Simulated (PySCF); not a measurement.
WO₂Cl₂, SMILES [O]=[W](=[O])([Cl])[Cl], multiplicity 1.

Coordinates come from a PBE-D3(BJ)/def2-SVP optimisation. The multiplicity is an assumed one; no other spin state was optimised. The isomer is the one that the SMILES or the coordinates give; other isomers of the formula were not compared. The def2 effective core potentials stand for the cores of W; spin–orbit coupling is left out.

Calculation: PBE/def2-TZVP in PySCF.

- total energy = -1137.80976 hartree
- point group = C2v
- highest occupied level = -8.09 eV
- lowest empty level = -4.11 eV
- orbital gap = 3.98 eV
- dipole moment = 1.88 D
- quadrupole, principal values (traceless, Buckingham form, about the centre of nuclear charge) = -2.88, -1.24, 4.11 D·Å
- mean static polarisability = 68.4 bohr³ (10.14 Å³)
- polarisability, principal values = 58.6, 66.1, 80.6 bohr³
